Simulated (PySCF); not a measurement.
C2H3O2, SMILES [CH2]C(=O)O, multiplicity 2.

Coordinates come from a ωB97X-D3(BJ)/def2-SVP optimisation. The isomer is the one that the SMILES or the coordinates give; other isomers of the formula were not compared. The values are those of a single conformer.

The numbers are results of SMD-PBE0/6-31G* (PySCF), not measurements.

Solvation free energies are E(SMD) − E(gas) at the gas-phase geometry, for 1 M in both phases. In vacuum the dipole moment is 1.58 D.

Task: Estimate the solvation free energies in water, acetone, 2-propanol. (The exact figures need the calculation; the answer reports its results.)

Result: 
```tsv
solvent	ΔG(solv) (kcal/mol)	its non-electrostatic (CDS) part	dipole (D)
water	-5.3	4.4	2.21
acetone	-5.3	-0.7	1.92
2-propanol	-5.6	2.5	2.08
```
